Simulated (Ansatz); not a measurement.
System: CH₆NSi, charge -1, multiplicity 1. It need not be the lowest isomer of its formula. Whether it binds its extra electron was not tested at this geometry. 
Coordinates optimised at B3LYP-D3(BJ)/def2-TZVP (Ansatz, an electronic-structure program):
```
N
C 1 1.4235
H 2 1.1076 1 111.55
H 2 1.1171 3 104.54 1 125.41
H 2 1.1171 3 104.54 4 109.19
Si 1 1.6468 2 124.61 3 -180.00
H 6 1.5046 1 111.14 2 180.00
H 6 1.5357 7 102.85 1 128.76
H 6 1.5357 7 102.85 8 102.49
```
Charge -1, spin multiplicity 1.

Basis-set convergence of Hartree-Fock and MP2 correlation energies (hartree) with Ansatz. Cores are frozen in the correlated levels unless marked. Spin-orbit coupling is left out. No relativistic terms. This anion needs diffuse functions, which these sets lack.

```
basis        functions       E(HF)  E(corr, MP2)
-----------  ---------  ----------  ------------
cc-pV(D+d)Z         81  -384.70432      -0.43533
cc-pV(T+d)Z        183  -384.75435      -0.53955
cc-pV(Q+d)Z        354           ?             ?
```

Problem. What belongs in the gaps?

Solution. 
- cc-pV(Q+d)Z, E(HF): -384.76779
- cc-pV(Q+d)Z, E(corr, MP2): -0.57727
